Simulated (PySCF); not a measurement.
Si(H)2(OAc)(OH) (C2H6O3Si), SMILES O[SiH2]OC(=O)C.

Coordinates come from a B3LYP-D3(BJ)/def2-SVP optimisation. Other conformers were not sampled.

All values below come from PySCF with B3LYP-D3(BJ)/def2-SVP.

Frequencies are harmonic and unscaled.

```
mode  ν (cm⁻¹)  IR (km/mol)  Raman (Å⁴/amu)  depolarisation  moving atoms (share of kinetic energy)
----  --------  -----------  --------------  --------------  --------------------------------------
1           90          1.3             0.3            0.75                 H 50 %, O 39 %, Si 10 %
2           98          2.1             0.9            0.75                   O 49 %, H 42 %, C 9 %
3          116          4.1             0.6            0.68         O 61 %, H 16 %, C 12 %, Si 11 %
4          121          3.8             0.2            0.75         H 46 %, O 29 %, Si 15 %, C 11 %
5          220         55.4             2.8            0.73                 H 54 %, O 27 %, Si 14 %
6          297         77.7             1.2            0.61                   O 45 %, H 39 %, C 8 %
7          385         24.4             1.5            0.31         C 27 %, H 27 %, Si 24 %, O 23 %
8          584          1.1             3.1            0.75                  C 45 %, H 43 %, O 10 %
9          612          7.1             9.5            0.37          C 39 %, O 37 %, H 16 %, Si 8 %
10         658         95.2             3.2            0.67                  H 78 %, Si 11 %, O 9 %
11         754         36.0            13.2            0.75                                  H 89 %
12         780         96.2             6.6            0.14                 O 68 %, Si 17 %, H 10 %
13         840        199.4             5.6            0.66                 H 57 %, O 32 %, Si 11 %
14         911         87.1            10.9            0.72                          H 68 %, O 23 %
15         918        140.4             2.3            0.75         H 39 %, O 32 %, Si 16 %, C 13 %
16         939        162.2             9.2            0.65                   H 62 %, O 23 %, C 8 %
17         993        185.5             9.5            0.14          H 51 %, O 23 %, Si 17 %, C 9 %
18        1021         75.4             2.3            0.56                  H 57 %, C 23 %, O 19 %
19        1053          9.1             0.2            0.74                          H 49 %, C 48 %
20        1298        287.8             3.4            0.67                  C 54 %, H 31 %, O 15 %
21        1389        152.4             1.9            0.74                          H 54 %, C 42 %
22        1437         13.0            15.5            0.72                                  H 96 %
23        1447          9.2            15.3            0.75                                  H 96 %
24        1823        239.3             3.6            0.36                          C 64 %, O 35 %
25        2259        108.4           118.6            0.16                                  H 97 %
26        2313         95.2            98.5            0.23                                  H 96 %
27        3051          0.9           131.1            0.01                                  H 97 %
28        3129          2.5            67.6            0.75                           H 91 %, C 9 %
29        3179          3.7            69.3            0.71                          H 90 %, C 10 %
30        3879        100.3            90.5            0.29                                  H 94 %
```
